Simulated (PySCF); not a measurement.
**Computed structure and properties of Sm(OH)3**

System: Sm(OH)3 (singlet in the valence; each metal's 4f electrons, 5 of them, lie in its core potential, out of spins and levels); start: template (C3v). Method: PySCF 2.14.0, RKS PBE0, Sm lcecp-1-SVP with ECP51, O def2-SVP, H def2-SVP; non-relativistic Hamiltonian with scalar-relativistic core potentials where named; density fitting; no spin-orbit coupling.

Input of the relaxation:

```python
mol = gto.M(atom='''
Sm    -0.00000     0.00000    -0.00521
O      2.19783    -0.00002    -0.00521
H      3.09782    -0.00003     0.34479
O     -1.09889     1.90339    -0.00521
H     -1.54888     2.68280     0.34479
O     -1.09894    -1.90336    -0.00521
H     -1.54894    -2.68277     0.34479''',
    basis={'Sm': 'lcecp-1-SVP', 'O': 'def2-SVP', 'H': 'def2-SVP'},
    ecp={'Sm': 'lcecp-1-SVP'},
    charge=0, spin=0)
mf = dft.RKS(mol, xc='PBE0')
mf.grids.atom_grid = (50, 194)  # f atoms: unpruned, at least (60, 302)
mf = mf.density_fit()  # fitting sets: Sm AutoAux, O def2-universal-JKFIT, H def2-universal-JKFIT
mf.conv_tol = 1e-08; mf.max_cycle = 55
mf.kernel(dm0)  # dm0: converged density of the start geometry
# quasi-Newton relaxation in Cartesian coordinates to a largest gradient under 0.00045 Eh/bohr, steps kept in the point group
```

Run from Python with OMP_NUM_THREADS=2; the lines above give its settings. Where DIIS fails, smearing, a level shift and second-order steps follow.
It took 53 s on 2 threads of Arm Neoverse V1, on a shared host, from the converged density of the start.

Course of the relaxation:

```
step  energy above end (eV)  largest force component within the symmetry (eV/Å)
   0                 0.4047                                               1.346
   1                 0.1469                                               0.746
   2                 0.0540                                               0.451
   3                 0.0165                                               0.484
   4                 0.0086                                               0.078
   5                 0.0064                                               0.093
   6                 0.0059                                               0.068
   7                 0.0044                                               0.042
  11                 0.0009                                               0.135
  12                 0.0006                                               0.051
  13                 0.0005                                               0.041
  14                 0.0001                                               0.029
  15                 0.0000                                               0.011
  16                 0.0000                                               0.008
```
(The steps between are left out.)

Relaxed geometry (C3v):

```xyz
7

Sm    0.0000    0.0000   -0.0327
O     2.0904    0.0000    0.1162
H     3.0397    0.0000    0.2326
O    -1.0452    1.8103    0.1162
H    -1.5198    2.6325    0.2326
O    -1.0452   -1.8103    0.1162
H    -1.5199   -2.6325    0.2326
```

```tsv
contact	Å
Sm1–O2 (OH)	2.096
Sm1–O4 (OH)	2.096
Sm1–O6 (OH)	2.096
```

On the finer grid (75, 302):

- HOMO: -7.55 eV
- LUMO: -1.27 eV
- Dipole about the centre of mass: 0.55 D
- Set of Mulliken populations of Sm1 outside the core potential: s 2.12, p 6.31, d 1.36, f 0.11
- D3(BJ) dispersion energy (not in the energies): -0.083 eV

```json
{"atom": "Sm1", "Mulliken (e)": "1.10", "Löwdin (e)": "0.74", "spin (e)": "0.00"}
{"atom": "O2", "Mulliken (e)": "-0.54", "Löwdin (e)": "-0.32", "spin (e)": "0.00"}
{"atom": "H3", "Mulliken (e)": "0.17", "Löwdin (e)": "0.08", "spin (e)": "0.00"}
{"atom": "O4", "Mulliken (e)": "-0.54", "Löwdin (e)": "-0.32", "spin (e)": "0.00"}
{"atom": "H5", "Mulliken (e)": "0.17", "Löwdin (e)": "0.08", "spin (e)": "0.00"}
{"atom": "O6", "Mulliken (e)": "-0.54", "Löwdin (e)": "-0.32", "spin (e)": "0.00"}
{"atom": "H7", "Mulliken (e)": "0.17", "Löwdin (e)": "0.08", "spin (e)": "0.00"}
```

The 4f levels lie in the core potential and are missing. Their spin isn't counted.

On the grid (50, 194), as all that follows. Harmonic modes: a minimum within the noise of the softest modes; lowest 38 cm⁻¹ (negative: unstable), highest 4008 cm⁻¹, zero-point energy 1.027 eV.

Taking off one OH (charge -1, singlet; the rest: singlet) in vacuum, both parts rigid, costs 10.97 eV; the small basis without counterpoise inflates it. Most of it is the attraction of opposite charges; other ways to part are cheaper, and one spin state was tried for the rest.

Rigid scan of OH along the line from its metal:

```csv
distance to O2 (Å),energy (eV)
1.80,1.361
1.90,0.520
2.00,0.112
2.10,0.000
2.20,0.085
2.30,0.298
2.50,0.929
2.80,2.024
3.20,3.356
3.70,4.616
```

One start shape was tried, so this needn't be the lowest isomer.

An lcecp potential fixes the number of 4f electrons, so in runs with it no electron can move into or out of that shell.
